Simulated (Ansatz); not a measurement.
# Abstraction of Cl: SiCl4 + SiH3(SiH2) → SiCl3 + SiH2(SiH3)Cl

Species: SiCl4 (silicon tetrachloride) `Cl[Si](Cl)(Cl)Cl`, singlet; SiH3(SiH2), doublet; SiCl3 `Cl[Si](Cl)Cl`, doublet; SiH2(SiH3)Cl, singlet. A radical takes Cl: the energy is the difference in strength between two Si–Cl bonds in different surroundings.

Shapes, held fixed at every level: PBE0-D4/def2-TZVP. Programs: Ansatz 0.2.0. The zero-point and thermal change to 298 K, harmonic and unscaled (PBE0-D4/def2-TZVP), is +3.0 kJ/mol.

Question: Estimate ΔH(298 K) of this reaction.

Answer: The highest level, CCSD(T)/CBS estimate, gives ΔH(298 K) = +18.1 kJ/mol; the levels span +10.2 to +31.4. The column of differences is taken from that level and isn't an error. No measured value is set beside it here. Open shells run unrestricted unless RO is named. The CBS estimate extrapolates MP2 from def2-TZVPP and def2-QZVPP and adds CCSD(T) − MP2 in the triple-zeta set, cores frozen.

| level | kind | ΔH(298 K) (kJ/mol) | less CCSD(T)/CBS estimate |
| --- | --- | --- | --- |
| r2SCAN0-D4/def2-TZVPP | global hybrid | +16.2 | -1.9 |
| B2PLYP/def2-TZVPP | double hybrid | +10.2 | -7.9 |
| MP2/def2-SVP | perturbation theory | +31.4 | +13.3 |
| MP2/def2-TZVPP | perturbation theory | +22.1 | +4.0 |
| CCSD/def2-SVP | coupled cluster or CI | +28.5 | +10.4 |
| CCSD/def2-TZVPP | coupled cluster or CI | +18.9 | +0.8 |
| CCSD(T)/CBS estimate | coupled cluster or CI | +18.1 | 0.0 |
